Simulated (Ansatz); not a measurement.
Gas-phase electronic energies from Ansatz, PBE0-D4/def2-TZVP geometries. CBS: MP2 limit from def2 TZ/QZ plus the TZ coupled-cluster correction, frozen cores. This one scheme is used for every species. DFT in def2-TZVPP. def2 core potentials past Kr. For Nb outer-core shells are correlated without core-valence functions, which leaves a few kJ/mol of doubt a bond. One conformer a species, not always the lowest.

Consider the ligand exchange at the Nb–O bond: `[OH][Nb](=[S])([Cl])[Cl]` + H–F → `[F][Nb](=[S])([Cl])[Cl]` + H₂O.

```json
{"species": "`[OH][Nb](=[S])([Cl])[Cl]`", "r2SCANh-D4 energy (Eh)": "-1451.62346"}
{"species": "H–F", "r2SCANh-D4 energy (Eh)": "-100.44149"}
{"species": "`[F][Nb](=[S])([Cl])[Cl]`", "r2SCANh-D4 energy (Eh)": "-1475.65468"}
{"species": "H₂O", "r2SCANh-D4 energy (Eh)": "-76.41866"}
```

Q: Work out ΔE.

A: ΔE = (-1475.65468) + (-76.41866) − (-1451.62346) − (-100.44149) = -0.00839 Eh = -0.23 eV. CCSD(T)/CBS gives -0.16 eV.

Q: What do rigid-rotor, harmonic-oscillator terms from PBE0-D4/def2-TZVP frequencies (298.15 K, 1 bar) make of the CCSD(T)/CBS value? (Estimate.)

A: The calculation gave: ΔZPE = +0.03 eV, ΔH = -0.13 eV, ΔS = 9 J/(mol·K), ΔG = -0.16 eV.

Largest T1 diagnostic among the species: 0.022, so the coupled-cluster value is less sure than usual.

From BLYP to BHLYP (50 % exact exchange), in def2-TZVPP and without D4, ΔE moves by +0.07 eV. Leaving LDA and LC-ωPBE aside and taking each functional with its dispersion term where it has one, the values, not all of them listed here, spread over 0.11 eV, from B97M-V to PBE-QIDH. LDA lies +0.08 eV from PBE without D4. The D4 term adds +0.04 eV with B3LYP and +0.02 eV with PBE0; it sums over pairs of atoms, weighted by their polarisabilities, and B3LYP, whose exchange is more repulsive, gets the larger term.

B3LYP here is the variant with VWN-RPA as its local correlation; programs differ in this.
